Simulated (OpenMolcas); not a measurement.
## Ti2+: moving the ligands

Ti2+ with 6 ligands (sulfide) in octahedral coordination (Oh) at 2.64 Å. A charge of +1.67 e stands 3.2 Å behind each ligand. Ligand basis ANO-RCC-VDZP.
```
Ti    0.0000    0.0000    0.0000
S     2.6400    0.0000    0.0000
S     0.0000    2.6400    0.0000
S    -2.6400    0.0000    0.0000
S     0.0000   -2.6400    0.0000
S     0.0000    0.0000    2.6400
S     0.0000    0.0000   -2.6400
```

```json
{"Program": "OpenMolcas 26.06", "Method": "CASSCF", "Basis": "ANO-RCC-VDZP [5s4p2d1f]", "Scalar Hamiltonian": "DKH2, point nucleus", "Active space": "2 electrons in 5 orbitals (3d)", "State averaging": "2S+1 = 3 even, 10 roots; 2S+1 = 1 even, 15 roots", "Spin-orbit coupling": "state interaction with AMFI integrals over the reference wave functions"}
```

Runs around this geometry, states (labels of O, the rotations of Oh). Energies in cm-1 above the lowest state or level, χT in cm3 K/mol; under a threefold ground state the first gap can be a small split of the lowest multiplet, not the spin-orbit step.

```csv
R (Å),Ground state,First state of that spin,First gap with spin-orbit (degeneracies),χT at 300 K,First state of another spin
2.49,3T1,3T2 2921,"8.4 (2, 3)",1.132,1T2 10635
2.64,3T1,3T2 2559,"10.1 (2, 3)",1.146,1T2 10987
2.7,3T1,3T2 2353,"11.1 (2, 3)",1.152,1T2 11058
```

Taking the first state of the same spin as R^-n, n = -ln(2353 / 2921) / ln(2.7 / 2.49) = 2.7 between the shortest and longest distance.

An orbital triplet at a regular site is open to Jahn-Teller coupling, which can distort the site and quench the lowest spin-orbit gaps and is left out. Without dynamic correlation the repulsion within the d shell is too large (B by tens of per cent), so at a given field states of lower spin stand too high. The sulfide ions are held by bare point charges, a crude embedding. Ligand-to-metal charge-transfer states are missing. With no ligand orbital active B as a rule stays too high, so bands that hang on it stand too high and its fall with covalency is understated. With metal d orbitals alone and no dynamic correlation the field as a rule comes out too small, by tens of per cent, by up to half for chloride and softer ligands. The least metal-like active orbital is 84 % on the metal (Löwdin) and no ligand orbital is active, so the numbers are rough (holds for R = 2.49). No measured value stands beside these numbers; the geometry is a model, was not optimised and need not be the one that this ion takes.
